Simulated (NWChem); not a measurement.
Species: boron oxyfluoride (BOF); SMILES FB=O

```xyz
3

F      0.0000     0.0000    -1.2080
B      0.0000     0.0000     0.0862
O      0.0000     0.0000     1.3052
```
Atoms are numbered in this order, from 1.

All runs: NWChem. Geometry optimised at PBE-D3(BJ)/def2-SVP; all other runs use it. Pople sets run with spherical d functions. Vzz has the sign of the potential's second derivative.

| quantity | level | value |
|---|---|---|
| vertical, lowest excitation, singlet (eV) | B3LYP/def2-SVP, TDA | 8.08 |
| Vzz B2 (a.u.) | PBE0/6-31G* | -0.239 |
| −ε(HOMO) (eV) | CAM-B3LYP/def2-TZVP | ? |
| anisotropy (bohr³) at 589 nm | B3LYP/def2-TZVPD | ? |
| dipole (D) | PBE-D3(BJ)/def2-SVP | 1.87 |
| highest harmonic frequency (cm⁻¹) | PBE-D3(BJ)/def2-SVP | ? |

**Question.** What belongs in the gaps?

**Answer.** 
- −ε(HOMO) (eV), value: 11.78
- anisotropy (bohr³) at 589 nm, value: 7.8
- highest harmonic frequency (cm⁻¹), value: 2102
